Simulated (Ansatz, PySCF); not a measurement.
This Ansatz (a quantum-chemistry and plane-wave program) input computes a SVWN5/def2-TZVPD energy:

Ansatz 0.2 input:
```yaml
crystal:
  periodic: [false, false, false]
  atoms:
    - {symbol: O, position_ang: [0.43661905, -0.65734483, 0.45730680]}
    - {symbol: Sn, position_ang: [-1.59273669, -0.90151243, -0.08100143]}
    - {symbol: H, position_ang: [-1.40451194, -0.18507235, -1.74805134]}
    - {symbol: H, position_ang: [-2.13304806, 0.71946393, 0.55408153]}
    - {symbol: Sn, position_ang: [1.48177579, 0.91143445, 0.03661180]}
    - {symbol: H, position_ang: [0.81313203, 2.37210262, 0.68185431]}
    - {symbol: H, position_ang: [1.71324391, 1.13372723, -1.66566301]}
    - {symbol: H, position_ang: [3.06627619, 0.72243638, 0.73880525]}
basis:
  gaussian:
    orbitals: def2-TZVPD
hamiltonian:
  xc: {name: SVWN5}
total_charge: -1
output: {forces: true}
```

**Question.** Write an input for the same energy in PySCF and say what it gives.

**Answer.** 
```python
from pyscf import gto, scf, dft

mol = gto.M(
    atom='''
    O     0.43661905   -0.65734483    0.45730680
    Sn   -1.59273669   -0.90151243   -0.08100143
    H    -1.40451194   -0.18507235   -1.74805134
    H    -2.13304806    0.71946393    0.55408153
    Sn    1.48177579    0.91143445    0.03661180
    H     0.81313203    2.37210262    0.68185431
    H     1.71324391    1.13372723   -1.66566301
    H     3.06627619    0.72243638    0.73880525
    ''',
    basis='def2-tzvpd',
    ecp='def2-tzvp',
    charge=-1,
    spin=0,
    verbose=4,
)

mf = dft.RKS(mol, xc='svwn').density_fit(auxbasis='def2-universal-jkfit')
mf.grids.level = 3
mf.conv_tol = 1e-9
mf.max_cycle = 100
mf.max_memory = 1500
mf.kernel()
if not mf.converged:
    mf = mf.newton()
    mf.kernel(mf.make_rdm1())
mf.analyze()
```
It gives -505.66556 Eh, and Ansatz -505.66550 Eh, a difference of 0.06 mEh, from the treatment of integrals and grids.

It need not be the lowest isomer of its formula. Whether it binds its extra electron was not tested at this geometry.
